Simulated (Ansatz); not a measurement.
Ansatz (a quantum-chemistry and plane-wave program) input:
A basis named .json is the Basis Set Exchange file of that set.

Ansatz 0.2 input:
```yaml
crystal:
  periodic: [false, false, false]
  atoms:
    - {symbol: Si, position_ang: [-1.11434602, -0.28224919, -0.62826060]}
    - {symbol: C, position_ang: [-1.23903924, 1.66816211, -0.55430846]}
    - {symbol: C, position_ang: [-1.40732697, -0.57357463, 1.28703304]}
    - {symbol: O, position_ang: [0.66191198, -0.40217060, -0.64180422]}
    - {symbol: Si, position_ang: [1.94105509, -0.22625074, 0.30355590]}
    - {symbol: H, position_ang: [-2.27856843, 1.96839826, -0.37064967]}
    - {symbol: H, position_ang: [-0.93592120, 2.11895149, -1.50546693]}
    - {symbol: H, position_ang: [-0.61716515, 2.10292784, 0.24090079]}
    - {symbol: H, position_ang: [-1.20759565, -1.61251274, 1.57073924]}
    - {symbol: H, position_ang: [-0.78871987, 0.07667366, 1.92349262]}
    - {symbol: H, position_ang: [-2.45765205, -0.36984279, 1.53046026]}
    - {symbol: H, position_ang: [3.19947542, -0.26839121, -0.50555539]}
    - {symbol: H, position_ang: [2.09046348, -1.30496512, 1.33004363]}
    - {symbol: H, position_ang: [2.00465798, 1.05759975, 1.06998753]}
basis:
  gaussian:
    orbitals: aug-cc-pV_D+d_Z.json
total_charge: -1
magnetization: {spin_polarized: false}
correlation: {method: ccsd_t, electrons: outside_noble_gas}
```

Predict the final energy.

-734.62401 Eh (CCSD(T)/aug-cc-pV(D+d)Z). The basis has 214 functions.

It need not be the lowest isomer of its formula. Whether it binds its extra electron was not tested at this geometry.
